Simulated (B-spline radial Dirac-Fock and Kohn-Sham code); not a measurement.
A summary of the ionisation energies of scandium (Z = 21) against charge, from Dirac-Fock energy differences between relaxed states, corrected for Breit and QED terms and from the NIST table. The largest relative steps of the computed values, from charge +5 on, come at Sc⁵⁺ (16 electrons left, 91.75 to 112.1 eV); Sc⁹⁺ (12 electrons left, 179.1 to 222.9 eV); Sc¹¹⁺ (10 electrons left, 249.2 to 686.1 eV); Sc¹⁹⁺ (2 electrons left, 1287.8 to 5673.5 eV). The median of |NIST − computed| / NIST over the 21 ions is 0.51 %.

| charge | computed (eV) | NIST (eV) |
| --- | --- | --- |
| 0 | 5.52 | 6.56149 |
| 1 | 12.08 | 12.79977 |
| 2 | 23.74 | 24.75684 |
| 3 | 72.49 | 73.4894 |
| 4 | 91.75 | 91.95 |
| 5 | 112.1 | 110.68 |
| 6 | 133.4 | 137.99 |
| 7 | 155.8 | 158.08 |
| 8 | 179.1 | 180.03 |
| 9 | 222.9 | 225.18 |
| 10 | 249.2 | 249.798 |
| 11 | 686.1 | 687.36 |
| 12 | 761.3 | 757.7 |
| 13 | 839.3 | 833.2 |
| 14 | 920.3 | 926.5 |
| 15 | 1004.2 | 1008.6 |
| 16 | 1090.9 | 1093.5 |
| 17 | 1206.9 | 1213.1 |
| 18 | 1287.8 | 1287.957 |
| 19 | 5673.5 | 5674.904 |
| 20 | 6033.8 | 6033.756 |
